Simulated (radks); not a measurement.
The numbers below are computed, except where a source is named.
Radial electron density D(r) = 4 pi r^2 rho(r) of an atom or ion with 28 electrons. Code: a radial shooting solver on a logarithmic mesh with Libxc functionals. Model: Dirac Kohn-Sham, PBEsol, spin-unpolarised, spherical densities, point nucleus.

r (bohr)  D(r) (e/bohr)
0.005632          6.369
0.007695          10.29
0.01051           15.88
0.01448           23.21
0.01978           30.83
0.02702           36.62
0.03691           37.91
0.05043           34.37
0.06889           30.67
0.09412           33.59
0.1286            41.72
0.1757            42.40
0.24              30.33
0.3278            21.11
0.4479            24.46
0.6168            25.20
0.8427            15.52
1.151             5.718
1.573             1.294
2.149            0.1704
2.935           0.05854
4.01          0.0007277
5.478           0.07674
7.484         0.0009327
10.22            0.1596
13.97           0.06285
19.08          0.001066

What is the nuclear charge?

Answer. Z = 31. The innermost maximum, from 1s, lies near gamma/Z bohr with gamma = sqrt(1 - (Z/c)^2) = 0.974, here 0.0314 bohr (found: 0.0341), and its height grows with Z. The density is that of the gallium ion Ga3+ in [Ar] 3d9 7s1; the configuration itself is not fixed sharply by these data, and Z only to about a unit. D(r) has 5 maxima, at r = 0.0341, 0.153, 0.538, 5.75, 11.0 bohr, and minima at 0.0723, 0.341 bohr, inside which lie 2.10, 10.92 electrons.
